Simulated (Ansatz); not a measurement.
`C[O][GaH2]` + `[OH][SbH2]` → `[GaH2][O][SbH2]` + CH₃OH  (ligand exchange at a Ga–O bond)

Gas-phase electronic energies from Ansatz, PBE0-D4/def2-TZVP geometries. CBS: MP2 limit from def2 TZ/QZ plus the TZ coupled-cluster correction, frozen cores. This one scheme is used for every species. Functionals use def2-TZVPP. Elements past krypton have def2 core potentials. For Ga, Sb outer-core shells are correlated without core-valence functions, which leaves a few kJ/mol of doubt a bond. Scalar relativity is left out up to krypton.

`C[O][GaH2]`:

```xyz
8

C     0.092    0.255    1.196
O    -0.088   -0.746    0.232
Ga   -0.132   -0.436   -1.522
H    -0.767    0.279    1.877
H     0.204    1.259    0.762
H     0.987    0.045    1.793
H     0.046    1.057   -1.955
H    -0.343   -1.713   -2.383
```

`[OH][SbH2]`:

```xyz
5

O     0.379   -0.286   -1.112
Sb   -0.564    0.455    0.456
H    -0.016    0.057   -1.917
H    -0.674   -1.052    1.264
H     0.876    0.825    1.308
```

`[GaH2][O][SbH2]`:

Cartesian coordinates in Å:
```
Ga -0.249 1.455 0.103
O 0.054 -0.013 1.074
Sb 0.596 -1.813 0.538
H 0.014 1.345 -1.436
H -0.731 2.685 0.932
H -0.899 -2.261 -0.192
H 1.214 -1.398 -1.019
```

CH₃OH:

```xyz
6

C     0.011   -0.136   -0.329
O    -0.318   -0.076    1.040
H    -0.403   -1.068   -0.716
H     1.095   -0.150   -0.498
H    -0.423    0.693   -0.900
H     0.039    0.736    1.404
```

```
             level  ΔE (kJ/mol)
              PBE0         -9.0
           r2SCANh         -8.7
             BHLYP        -11.1
SCS-MP2/def2-QZVPP        -14.0
```

**Question.** What does CCSD(T)/CBS give? (Best estimate.)

**Answer.** Computed: -12.9 kJ/mol. The listed levels differ from it by 3.9, 4.2, 1.8, -1.1 kJ/mol.

Largest T1 diagnostic among the species: 0.016.

At CCSD(T), def2-SVP lies −4.1 kJ/mol from the extrapolated value and def2-TZVPP +0.3 kJ/mol. The D4 term adds −3.0 kJ/mol with B3LYP and −1.7 kJ/mol with PBE0; it sums over pairs of atoms, weighted by their polarisabilities, and B3LYP, whose exchange is more repulsive, gets the larger term. Leaving LDA and LC-ωPBE aside and taking each functional with its dispersion term where it has one, the values, not all of them listed here, spread over 9.1 kJ/mol, from BHLYP-D4 to revPBE-D4.

B3LYP here is the variant with VWN-RPA as its local correlation; programs differ in this.
